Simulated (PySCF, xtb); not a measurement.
Mg(I)(Et) (C2H5IMg), SMILES [Mg]([CH2]C)[I].

xtb with GFN2-xTB at its own geometry gives an orbital gap of 2.77 eV and a dipole moment of 7.36 D.

Geometry optimised at PBE0-D3(BJ)/def2-SVP. The structure was generated by enumeration; whether it is a known compound was not checked. The def2 effective core potentials stand for the cores of I; spin–orbit coupling is left out. Other conformers were not sampled.

Question: What does PBE/def2-TZVP (PySCF) give? (Estimate from the structure and the level; the computed values follow.)

Answer: gap 3.92 eV (levels -5.81 and -1.89 eV), dipole 2.19 D.
